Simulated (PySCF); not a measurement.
B3LYP has the VWN-RPA correlation part, as in Gaussian. Delta-SCF ions had no search for a lower state. Excitations are Tamm–Dancoff values on a coarser integration grid. The basis has no diffuse functions, so Rydberg states are missing or too high.

Cartesian coordinates (Å):
SMILES: N[SiH]=C=[SiH2]
```xyz
9

N     -2.1420     0.1111    -0.5670
Si    -0.5317    -0.3342    -0.8346
C      0.7633    -0.0496     0.1791
Si     2.1188     0.1813     1.1186
H     -2.8822    -0.0890    -1.2186
H     -2.4487     0.5998     0.2579
H     -0.4782    -1.0235    -2.1353
H      3.0033     1.3658     1.0458
H      2.5975    -0.7617     2.1540
```
Charge 0, spin multiplicity 1.

Task: What is the computed vertical ionisation energy (Delta-SCF), dipole moment and S1–T1 gap (TDA) (B3LYP-D3(BJ)/def2-TZVP (PySCF))?

Result: 
The vertical ionisation energy (Delta-SCF) is 7.58 eV, the dipole moment is 2.27 D and the S1–T1 gap (TDA) is 0.32 eV.
